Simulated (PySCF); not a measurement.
## Radial density of Os²⁺ (osmium, charge +2)

BHandHLYP, [Xe] 4f14 5d5 6p1, high-spin 7P determinant (an excited configuration). Calculation: PySCF 2.14, in aug-cc-pwCVTZ-PP with ECP60MDF; scalar relativity through the core potential. This is the valence pseudo-density: the core potential removes the inner electrons and smooths the orbitals near the nucleus.

| r (bohr) | 4πr²ρ (e/bohr) | 4πr²(ρα − ρβ) |
| --- | --- | --- |
| 0.134 | 1.585e-05 | 0.0000 |
| 0.225 | 0.0006836 | 0.0002 |
| 0.379 | 0.07416 | 0.0088 |
| 0.638 | 3.953 | 0.4118 |
| 1.07 | 12.84 | 3.3108 |
| 1.80 | 4.395 | 2.8281 |
| 3.04 | 0.7550 | 0.7383 |
| 5.11 | 0.07389 | 0.0739 |
| 8.59 | 0.0002828 | 0.0003 |

Energies and moments cover only the electrons outside the core potential. Spin-orbit coupling, absent here, splits the open shell strongly.
